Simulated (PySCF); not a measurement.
Species: MnO3Br (singlet state).
Bonds: Mn1–O2, Mn1–O3, Mn1–O4, Mn1–Br5.

Theory: PySCF, TDDFT CAM-B3LYP/def2-SVPD, vertical, gas phase, core orbitals frozen in the response. Isolated species at its PBE0-D3(BJ)/def2-SVP geometry, gas phase. The CAM-B3LYP/def2-SVPD calculation is non-relativistic and has no spin–orbit coupling, an omission that weighs most on bromine.

| state | E (eV) | E (hartree) | f | \|μ\| (D) | symmetry | main configurations (H = HOMO, L = LUMO) |
| --- | --- | --- | --- | --- | --- | --- |
| S1 | 2.34 | 0.0860 | 0.0000 | 0.03 | – | H-2→L/L+1 (≥51%), H-1/H→L/L+1 (≥36%) |
| S2 | 2.34 | 0.0861 | 0.0000 | 0.03 | – | H-2→L/L+1 (≥50%), H-1/H→L/L+1 (≥36%) |
| S3 | 2.50 | 0.0918 | 0.0000 | 0.00 | – | H-1/H→L/L+1 (≥87%) |
| S4 | 2.75 | 0.1011 | 0.019 | 1.37 | A1 | H-1/H→L/L+1 (≥81%) |
| S5 | 2.80 | 0.1030 | 0.0015 | 0.38 | – | H-2→L/L+1 (≥30%), H-1/H→L/L+1 (≥27%) |
| S6 | 2.81 | 0.1031 | 0.0015 | 0.38 | – | H-2→L/L+1 (≥29%), H-1/H→L/L+1 (≥28%) |
| S7 | 2.91 | 0.1071 | 0.0001 | 0.11 | – | H-1/H→L+2 (≥88%) |
| S8 | 2.92 | 0.1073 | 0.0001 | 0.12 | – | H-1/H→L+2 (≥88%) |
| S9 | 3.46 | 0.1271 | 0.0000 | 0.00 | – | H-2→L+2 (72%), H-5→L/L+1 (≥11%), H-4→L/L+1 (≥11%) |
| S10 | 3.76 | 0.1383 | 0.0002 | 0.12 | – | H-6→L/L+1 (≥34%), H-4→L/L+1 (≥26%), H-5→L/L+1 (≥22%) |
| S11 | 3.77 | 0.1384 | 0.0002 | 0.12 | – | H-6→L/L+1 (≥34%), H-5→L/L+1 (≥23%), H-4→L/L+1 (≥22%) |
| S12 | 3.78 | 0.1390 | 0.0000 | 0.01 | – | H-5→L/L+1 (≥40%), H-4→L/L+1 (≥38%) |
| S13 | 3.90 | 0.1431 | 0.0000 | 0.00 | – | H-4→L/L+1 (≥31%), H-5→L/L+1 (≥31%), H-2→L+2 (27%) |
| S14 | 4.25 | 0.1560 | 0.0003 | 0.15 | – | H-3→L/L+1 (≥71%), H-6→L/L+1 (≥12%) |
| S15 | 4.25 | 0.1561 | 0.0003 | 0.14 | – | H-3→L/L+1 (≥68%), H-6→L/L+1 (≥12%) |

Triplets (Tamm–Dancoff): T1 1.94 eV, H-1/H→L/L+1 (≥68%); T2 2.00 eV, H-2→L/L+1 (≥48%), H-1/H→L/L+1 (≥27%); T3 2.00 eV, H-2→L/L+1 (≥48%), H-1/H→L/L+1 (≥26%).

The lowest singlet level (S1/S2) lies at 2.34 eV (530 nm, visible) and is dark (f under 0.0005). The strongest level in the table is S4 at 2.75 eV (451 nm, f = 0.019). S1/S2, S5/S6, S7/S8, S10/S11 and S14/S15 lie within about 0.01 eV of each other in each set; the point group C3v has degenerate representations, and within a degenerate level the listed configurations can mix freely. For S1 the Löwdin share of manganese is at most 1% in HOMO-2 and 51% in LUMO (ligand-to-metal charge transfer by this measure); for S4 the Löwdin share of manganese is at most 4% in HOMO and 51% in LUMO+1 (ligand-to-metal charge transfer by this measure). Orbital energies (eV): HOMO-3 -12.80, HOMO-2 -11.80, HOMO-1 -10.59, HOMO -10.59, LUMO -4.47, LUMO+1 -4.47, LUMO+2 -3.85. The listed states span 1.91 eV, and the widest gap between neighbours is 0.54 eV (S8 to S9). The oscillator strengths of these states sum to 0.024; summed over the whole spectrum of an exact calculation they would give the number of electrons, 84 (Thomas–Reiche–Kuhn). 8 computed singlets (S1 to S8) lie in the visible range (380 to 750 nm), the largest f among them at 451 nm, f = 0.019; light of that wavelength is blue, and its complementary colour is yellow; a Tamm–Dancoff triplet lies at 641 nm, without intensity as long as spin–orbit coupling is left out. Symmetry labels in C3v follow from the direction of the transition dipole and are given only for states with f of 0.002 or more. Orbitals of the list HOMO-3 to LUMO+2 that lie within 0.01 eV of each other are written together with a slash and their weights summed (≥ marks a lower bound); for degenerate orbitals outside that list single weights are arbitrary. Only the lowest 15 singlets were computed, as vertical energies without vibronic structure.
